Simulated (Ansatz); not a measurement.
A run for Ansatz (an electronic-structure program): R-PBE/def2-TZVPPD on CH4O2Si (a complex), monomers drawn apart or pushed together. Files ending in .json are basis or fitting sets from the Basis Set Exchange.

Ansatz 0.2 input:
```yaml
crystal:
  periodic: [false, false, false]
  atoms:
    - {symbol: C, position_ang: [0.37267874, -0.35776862, 0.69753512]}
    - {symbol: O, position_ang: [1.43933991, -0.01463126, 0.86222777]}
    - {symbol: O, position_ang: [-1.37097474, -0.13301575, 4.43282114]}
    - {symbol: Si, position_ang: [-1.05781860, 0.34183301, 5.96197297]}
    - {symbol: H, position_ang: [-2.23726054, -0.41135188, 4.14607757]}
    - {symbol: H, position_ang: [-1.86297657, 1.51976166, 6.28567668]}
    - {symbol: H, position_ang: [0.36522519, 0.62993269, 5.89821931]}
    - {symbol: H, position_ang: [-1.37709063, -0.74576723, 6.88686960]}
basis:
  gaussian:
    orbitals: def2-TZVPPD.json
hamiltonian:
  xc: {name: PBE}
scf: {lower_state_search: off}
```

It printed:

```
WARN ansatz: RAYON_NUM_THREADS=1 ignored (pool sized by the plan → 1); use --threads N
Functional definition: PBE
these checks for a lower state are left out or cut short: stability, starts, cluster_reference, orbital_swaps, neighbouring_geometries, increment
integrals: 0.13 GiB planned
1083 factors; their error is unknown
mean field: 0.93 GiB planned
mean field evaluation 1: about -13058.1312 eV, gradient 7.2e1 eV
mean field evaluation 2: about -13013.8028 eV, gradient 1.6e2 eV
mean field evaluation 4: about -13065.9048 eV, gradient 2.1e1 eV
mean field evaluation 8: about -13066.6541 eV, gradient 1.9e-1 eV
mean field evaluation 16: about -13066.6366 eV, gradient 8.2e-5 eV
mean field -13066.63662727 eV, -480.1900391677 hartree, gradient 7.9e-6 eV, S^2 0.000000; 0 other end points of the search recorded, 0 dependent functions left out
reference -13066.63668921 eV, -480.1900414442 hartree; 20, 20 occupied and 213, 213 virtual orbitals, 1083 factors
Total energy: -13066.63668921 eV, -480.1900414442 hartree
Checks for a lower state left out: stability, starts, cluster_reference, orbital_swaps, neighbouring_geometries, increment
```

The calculation finished and met its thresholds.

Cost: roughly 1.5 core-seconds.
